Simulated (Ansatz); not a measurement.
Basis-set series for C3F6 (`FC1(F)C(F)(F)C1(F)F`). Total charge 0; spin multiplicity 1. Geometry: relaxed with PBE0-D4/def2-TZVP.

```xyz
9

F    -1.1338    1.3704    0.8091
C    -0.1392    0.8607    0.0983
F     0.6214    1.7978   -0.4473
C    -0.3726   -0.4313   -0.6671
F     0.1919   -0.5801   -1.8561
F    -1.5633   -1.0075   -0.5996
C     0.5118   -0.4294    0.5688
F     1.8195   -0.5766    0.4187
F     0.0643   -1.0041    1.6751
```

```
functional       basis  functions  energy (Eh)  HOMO (eV)  LUMO (eV)
   PBE0-D4  def2-TZVPP        279   -712.91302      -9.42      -0.30
   PBE0-D4  def2-QZVPP        513   -712.94848      -9.48      -0.39
   ωB97M-V  def2-TZVPP        279   -713.43734     -11.77       2.05
   ωB97M-V  def2-QZVPP        513   -713.47041     -11.84       1.90
```

**Question.** Give the rows for def2-SVP. (An estimate is asked.)

**Answer.** Ansatz gave: 
| functional | basis | functions | energy (Eh) | HOMO (eV) | LUMO (eV) |
| --- | --- | --- | --- | --- | --- |
| PBE0-D4 | def2-SVP | 126 | -712.06030 | -9.27 | 0.04 |
| ωB97M-V | def2-SVP | 126 | -712.56842 | -11.59 | 2.47 |

Positive LUMOs are unbound and depend on the basis.
